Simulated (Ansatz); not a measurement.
Diatomic TaO, multiplicity 2 (the spin of the measured ground state). No spin–orbit coupling. The T1 diagnostic near the minimum is 0.049, so single-reference values are doubtful.

D_e counts from the fitted minimum to each atom's lowest state at the same level, without counterpoise.

Programs: Ansatz (Gaussian basis) for Hartree–Fock, density functionals and correlated methods.  In def2 rows elements past Kr take small-core potentials, without spin–orbit coupling.

| level | bond energy D_e (kcal/mol) |
|---|---|
| SVWN5/def2-TZVPP | 228.82 |
| PBE/def2-TZVPP | ? |
| B97M-V/def2-TZVPP | 183.23 |
| B3LYP/def2-TZVPP | 182.55 |
| BHLYP/def2-TZVPP | ? |
| CAM-B3LYP/def2-TZVPP | 182.04 |
| wB97X-V/def2-TZVPP | 184.86 |
| wB97M-V/def2-TZVPP | 179.84 |

Complete the blanks.


- PBE/def2-TZVPP, bond energy D_e (kcal/mol): 200.76
- BHLYP/def2-TZVPP, bond energy D_e (kcal/mol): 159.46

Doubts at one or more of the structures used: a spin-contaminated determinant (PBE/def2-TZVPP).

Ansatz is a program for electronic structure.
